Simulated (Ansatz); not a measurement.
Reaction (isomerisation): `N[SiH2][SiH2]CO` → `C[Si](N)(O)[SiH3]`

Computed with Ansatz on PBE0-D4/def2-TZVP structures; ΔE is electronic, products minus reactants. CCSD(T)/CBS is the MP2 limit (def2-TZVPP, def2-QZVPP) plus CCSD(T) − MP2 in def2-TZVPP, frozen cores. DFT in def2-TZVPP. B3LYP here is the variant with VWN-RPA as its local correlation; programs differ in this. Each species was taken in one conformer, which may not be the lowest.

```
             level  ΔE (kJ/mol)  difference from CCSD(T)/CBS
           PBE0-D4       -225.8                         10.0
          B3LYP-D4       -229.5                          6.3
            r2SCAN       -233.6                          2.2
              PBE0       -223.6                         12.2
             B3LYP       -225.3                         10.5
     HF/def2-TZVPP       -233.0                          2.8
    MP2/def2-TZVPP       -242.5                         -6.7
SCS-MP2/def2-TZVPP       -235.2                          0.6
     MP2/CBS(def2)       -245.5                         -9.7
    CCSD/CBS(def2)       -236.5                         -0.7
       CCSD(T)/CBS       -235.8                            0
```

Largest T1 diagnostic among the species: 0.012.

The D4 term adds −4.1 kJ/mol with B3LYP and −2.2 kJ/mol with PBE0; it sums over pairs of atoms, weighted by their polarisabilities, and B3LYP, whose exchange is more repulsive, gets the larger term. From PBE to PBE0 (25 % exact exchange), in def2-TZVPP and without D4, ΔE moves by −7.3 kJ/mol.
